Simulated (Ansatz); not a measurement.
Input file for Ansatz (an electronic-structure program): U-B3LYP/def2-TZVPP on BrHZn (SMILES [ZnH][Br]), a point of a bond scan (R = 1.806 Å).

Ansatz 0.2 input:
```yaml
crystal:
  periodic: [false, false, false]
  atoms:
    - {symbol: Zn, position_ang: [-0.00000000, -0.00000000, -1.17426818]}
    - {symbol: H, position_ang: [-0.00000000, -0.00000000, -2.69787527]}
    - {symbol: Br, position_ang: [0.00000000, 0.00000000, 0.63202455]}
basis:
  gaussian:
    orbitals: def2-TZVPP
hamiltonian:
  xc: {name: B3LYP}
magnetization: {spin_polarized: true, initial_magnetization: 0}
```

The log:

```
WARN ansatz: RAYON_NUM_THREADS=1 ignored (pool sized by the plan → 1); use --threads N
Functional definition: B3LYP
integrals: 0.05 GiB planned
1036 factors; their error is unknown
mean field: 0.76 GiB planned
mean field evaluation 1: about -118481.2743 eV, gradient 3.2e1 eV
mean field evaluation 2: about -118477.4028 eV, gradient 6.5e1 eV
mean field evaluation 4: about -118483.1247 eV, gradient 7.6e-1 eV
mean field evaluation 8: about -118483.5296 eV, gradient 2.2e-1 eV
mean field evaluation 16: about -118483.5296 eV, gradient 2.5e-5 eV
mean field -118483.52964854 eV, -4354.1894035629 hartree, gradient 2.5e-5 eV, S^2 0.000000; 0 other end points of the search recorded, 0 dependent functions left out
reference -118483.52985537 eV, -4354.1894111640 hartree; 33, 33 occupied and 93, 93 virtual orbitals, 1036 factors
Total energy: -118483.52985537 eV, -4354.1894111640 hartree
```

The calculation finished and met its thresholds.

Cost: roughly 6 core-seconds.
